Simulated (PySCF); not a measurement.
IK, charge +1, multiplicity 2. Atoms are numbered in the order given.

```xyz
2

K      0.0000     0.0000    -2.6349
I      0.0000     0.0000     0.9446
```
Charge +1, spin multiplicity 2.

Coordinates come from a PBE0-D3(BJ)/def2-TZVPD optimisation. The spin state was assumed, not searched. The def2 effective core potentials stand for the cores of I; spin–orbit coupling is left out.

Calculation: r2SCAN/def2-TZVPD run with PySCF.

The molecule is in vacuum.

Computed frontier levels, dipole moment:
```json
{
 "α spin, highest occupied and lowest empty level": "-11.31 and -4.78 eV",
 "β spin, highest occupied and lowest empty level": "-10.97 and -10.24 eV",
 "dipole_moment_about_the_centre_of_nuclear_charge": "10.74 D",
 "⟨S²⟩": "0.755 (pure state 0.75)"
}
```
